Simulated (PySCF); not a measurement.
A database entry of computed molecular properties. Lists by class give the value and the number of equivalent atoms.

```json
{
 "name": "Si(vinyl)3(NHMe)",
 "formula": "C7H13NSi",
 "smiles": "C=C[Si](C=C)(C=C)NC",
 "inchi": "InChI=1S/C7H13NSi/c1-5-9(6-2,7-3)8-4/h5-8H,1-3H2,4H3",
 "charge": 0,
 "multiplicity": 1,
 "geometry_level": "PBE0-D3(BJ)/def2-SVP",
 "electronic_structure_code": "PySCF",
 "results": {
  "PBE0-D3(BJ)/def2-SVP geometry optimisation, gas phase": {
   "point_group": "C1",
   "rotational_constants_GHz": [1.378, 1.059, 0.977]
  },
  "B3LYP/def2-SVPD ground state, ΔSCF and vertical TDDFT (core frozen in the response)": {
   "dipole_D": 0.57,
   "homo_eV": -6.34,
   "lumo_eV": -0.88,
   "S1_eV": 4.6,
   "strongest_line_of_10_singlets_eV": 5.82,
   "T1_tda_eV": 4.18,
   "polarisability_au": 120.2,
   "vertical_ip_eV": 8.37,
   "r2_bohr2_about_centre_of_nuclear_charge": 1583.9,
   "singlets_eV_and_f": [
    [4.6, 0.012],
    [5.01, 0.011],
    [5.38, 0.003],
    [5.82, 0.089],
    [5.89, 0.009],
    [6.0, 0.015],
    [6.05, 0.012],
    [6.14, 0.033],
    [6.33, 0.014],
    [6.57, 0.027]
   ],
   "triplets_tda_eV": [4.18, 4.2, 4.3, 4.5]
  },
  "B3LYP/pcSseg-1 ground state and GIAO shieldings, non-relativistic": {
   "shift_vs_computed_TMS_C_by_class_ppm": [
    [144.6, 3],
    [144.2, 3],
    [30.5, 1]
   ],
   "shift_vs_computed_TMS_H_by_class_ppm": [
    [6.39, 1],
    [6.33, 1],
    [6.18, 3],
    [6.16, 1],
    [6.15, 3],
    [2.58, 3],
    [-0.32, 1]
   ],
   "shielding_other_nuclei_by_class_ppm": [
    ["N", 242.1, 1],
    ["Si", 363.0, 1]
   ]
  },
  "delta-SCF UKS SCAN, pcX-2 on the ionised atom, pcseg-1 elsewhere, spin-free X2C; 2p3/2 from a spin–orbit splitting computed afterwards within the 2p shell": {
   "core_binding_eV": [
    ["Si2p3/2", 105.97, 1],
    ["C1s", 289.62, 3],
    ["C1s", 290.03, 3],
    ["C1s", 291.29, 1],
    ["N1s", 403.92, 1],
    ["Si1s", 1845.89, 1]
   ]
  }
 }
}
```

The 10 singlets span 4.60 to 6.57 eV, and their oscillator strengths add up to 0.23. The dipole equals about 1.9 × 10⁻³⁰ C·m (1 D = 3.33564 × 10⁻³⁰ C·m). The principal polarisabilities are 103.5, 118.8 and 138.4 au; their mean is the isotropic value.

 NMR classes are plain means over equivalent atoms (diastereotopic ones count apart unless rotation or inversion swaps them), as if these changed places fast; in this geometry the members of some classes differ.

One conformer stands for the species.
